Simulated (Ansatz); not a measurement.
H3ClSi, triplet, at the geometry of the source list (a higher spin typed on purpose: for a closed-shell molecule this is an excited state); BHLYP/6-31G* (Ansatz, a quantum-chemistry and plane-wave program).

Here is a job for Ansatz.
Ansatz 0.2 input:
```yaml
crystal:
  periodic: [false, false, false]
  atoms:
    - {symbol: Si, position_ang: [-0.12910000, -0.00570000, -0.00460000]}
    - {symbol: Cl, position_ang: [1.87810000, 0.08360000, 0.06760000]}
    - {symbol: H, position_ang: [-0.50430000, -0.99840000, -1.00530000]}
    - {symbol: H, position_ang: [-0.63000000, 1.31380000, -0.37260000]}
    - {symbol: H, position_ang: [-0.61480000, -0.39330000, 1.31500000]}
basis:
  gaussian:
    orbitals: 6-31G*
hamiltonian:
  xc: {name: BHLYP}
magnetization: {spin_polarized: true, initial_magnetization: 2}
```

Predict the main parts of the log of this Ansatz run.


```
Functional definition: BHLYP
425 factors; integrals over basis functions are off by at most 1.2e-3 eV
mean field evaluation 1: about -20440.9458 eV, gradient 6.6e0 eV
mean field evaluation 2: about -20441.1419 eV, gradient 5.2e0 eV
mean field evaluation 4: about -20441.3374 eV, gradient 3.1e-1 eV
mean field evaluation 8: about -20441.3762 eV, gradient 1.8e-2 eV
mean field evaluation 16: about -20441.3762 eV, gradient 4.7e-4 eV
mean field evaluation 32: about -20441.3763 eV, gradient 1.5e-2 eV
mean field evaluation 64: about -20441.3763 eV, gradient 3.6e-4 eV
mean field -20441.37635273 eV, -751.2067253002 hartree, gradient 4.5e-6 eV, S^2 2.008837; 4 other end points of the search recorded, 0 dependent functions left out
reference -20441.37650608 eV, -751.2067309360 hartree; 18, 16 occupied and 26, 28 virtual orbitals, 425 factors
Total energy: -20441.37650608 eV, -751.2067309360 hartree
```
